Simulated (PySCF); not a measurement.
# Exercise with solution: oscillator strength and radiative lifetime

Mg(Br)(iPr) (C3H7BrMg), SMILES C[CH]([Mg][Br])C.

Coordinates come from a B3LYP-D3(BJ)/def2-SVP optimisation. The values are those of a single conformer.

TDDFT-M06-2X/def2-SVPD in PySCF puts the first singlet state with f over 0.02 at 4.72 eV (vertical), with the transition dipole (-1.507, 0.070, 0.000) in atomic units.

**Question.** Find the oscillator strength, the wavelength and the radiative lifetime that this transition would have in vacuum if emission retraced absorption.

**Answer.** 
|μ|² = 2.2759 au, so |μ| = 3.83 D. ΔE = 4.72/27.211 = 0.1735 hartree. f = (2/3) ΔE |μ|² = 0.263 (the program prints 0.263).
λ = 1239.84/4.72 = 263 nm; ν = 38069 cm⁻¹.
Einstein's coefficient A = 0.6670 ν² f s⁻¹ (ν in cm⁻¹) = 2.5e8 s⁻¹, so τ = 1/A = 3.9 ns. This state is S1. The figure is the radiative limit of this one transition; relaxation, internal conversion, crossing to triplets and a medium change what is measured.
